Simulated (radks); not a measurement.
Initial-state core-level shifts of the cobalt ion Co2+ when its valence configuration changes from [Ar] 3d7. Method: non-relativistic Kohn-Sham, PBE, spin-polarised, spherical densities, point nucleus; open shells are filled with parallel spins first; computed with a radial shooting solver on a logarithmic mesh with Libxc functionals. Shifts are changes of the shell-averaged eigenvalues in eV (positive: less bound); the change of the density at the nucleus, which sets a Mossbauer isomer shift, is in e/bohr^3, on a base of 1.337e+04.

valence,1s,2s,2p,3s,density at nucleus
3d6 4p1,-8.796,-9.664,-9.580,-8.410,+1.887
3d6 4s1,-7.484,-8.401,-8.320,-7.088,+10.811
3d6.5 4p0.5,-4.274,-4.678,-4.638,-4.130,+0.861
3d5 4p2,-18.494,-20.451,-20.273,-17.273,+4.414
3d5.5 4p1.5,-13.540,-14.926,-14.797,-12.798,+3.073
3d6.5 4s0.5,-3.601,-4.035,-3.996,-3.452,+5.047
3d4 4p3,-29.831,-33.161,-32.869,-27.267,+7.829
3d5 4s2,-16.256,-18.198,-18.036,-15.065,+23.304
3d4.5 4s0.5 4p2,-23.472,-26.101,-25.870,-21.642,+11.461
